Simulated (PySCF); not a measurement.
**NMR data sheet: C₃H₇NO₂Si₂**

```
Formula                               : C3H7NO2Si2
SMILES                                : CC1=N[SiH2]O[SiH2]C1=O
Point group of the computed structure : C1
Degrees of unsaturation               : 3
Carbon signals                        : 3
Proton signals                        : 3
```

Structure with atom numbers: `[CH3:1][C:2]1=[N:3][SiH2:4][O:5][SiH2:6][C:7]1=[O:8]` (H(Xn): hydrogen on atom n).

Rapidly exchanging positions averaged, non-relativistic, one conformer, no solvent. NMR shieldings at PBE0/pcSseg-1/GIAO; geometry from GFN2-xTB; PySCF 2.14.

Chemical shifts δ = σref − σ; $^{1}$H and $^{13}$C and $^{29}$Si vs TMS; $^{15}$N against NH3; $^{17}$O against H2O, all at this level.

| carbon | δC, type | δH (multiplicity) | HMBC from (2–3 bonds) | span of the C tensor (ppm) |
| --- | --- | --- | --- | --- |
| C1 | 28.0, CH3 | 2.43 (s) | – | 41 |
| C2 | 195.0, C | – | H(Si4), H(Si6), H(C1) | 201 |
| C7 | 240.1, C | – | H(Si6), H(C1) | 269 |

Other nuclei:
```csv
atoms,nucleus,environment,δ (ppm),σ (ppm)
H(Si4),$^{1}$H,"hydrogen on a silicon bonded to N, O, in a 6-membered ring",5.40,26.32
H(Si6),$^{1}$H,"hydrogen on a silicon bonded to C, O, in a 6-membered ring",5.22,26.50
Si4,$^{29}$Si,"silicon bonded to N, O, 2 H, in a 6-membered ring",-37.1,386.3
Si6,$^{29}$Si,"silicon bonded to C, O, 2 H, in a 6-membered ring",-42.1,391.3
N3,$^{15}$N,imine nitrogen,384.0,-116.3
O8,$^{17}$O,carbonyl oxygen,855.4,-519.3
O5,$^{17}$O,"oxygen bonded to 2 Si, in a 6-membered ring",47.5,288.6
```

- Carbon types of the structure: 2 × C, 1 × CH3, leaving 4 H on heteroatoms.
- δC 240.1: carbonyl carbon.
- δC 195.0: C=N carbon.
- δC 28.0: methyl carbon; a saturated carbon with 1 carbon neighbour and no heteroatom attached.
- δH 5.22: hydrogen on a silicon bonded to C, O, in a 6-membered ring.
- δH 2.43: hydrogen on a methyl carbon.

Shifts are as computed. Against solution values, carbons near 30 ppm lie about +3 ppm off and those near 130 ppm about +5 ppm. Of 1309 compounds with measured shifts, 239 miss one by over three times the rms of a fit or turn the order of signals round; such compounds aren't used in these exercises. Unscaled 17O shifts of doubly bonded oxygen tend to come out too high, by tens of ppm or more. Experimental scales use liquid or dissolved standards, which lie at an offset from isolated NH3 (liquid NH3: subtract about 20 ppm) and H2O (liquid H2O: subtract about 36 ppm). Unscaled 15N shifts of sp2 nitrogen come out 20 to 40 ppm too high even then. Multiplicities follow the n + 1 count of equivalent neighbours, as no J values were calculated; m marks all less simple cases, F and P coupling included.
